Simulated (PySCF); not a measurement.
# How methods differ on the excitation energy of Zr

Zr [Kr] 4d2 5s2 (3F) → Zr [Kr] 4d3 5s1 (5F), as a difference of total energies. Computed with PySCF 2.14 in aug-cc-pwCVDZ-PP with ECP28MDF (6s6p5d3f, 70 functions), with a scalar-relativistic core potential. Correlated levels: valence: 4s2 4p6 frozen; valence and next inner shell: nothing frozen outside the core potential. The calculations carry no spin-orbit coupling.

```tsv
method	excitation energy (eV)	error (eV)
UHF	0.001	-0.587
LDA	0.119	-0.469
PBE	-0.045	-0.633
PBE0	-0.017	-0.605
r2SCAN	-0.351	-0.939
r2SCANh	-0.292	-0.880
B97-3	0.594	+0.006
TPSSh	0.052	-0.536
revPBE	-0.102	-0.690
MP2 (valence)	0.451	-0.137
SCS-MP2 (valence)	0.916	+0.328
MP2 (valence and next inner shell)	0.481	-0.107
SCS-MP2 (valence and next inner shell)	0.867	+0.279
```

Reference: 0.588 eV (measured; NIST levels, between the centres of gravity of the two terms).

Errors of the correlated levels include the incompleteness of this basis and the frozen core.
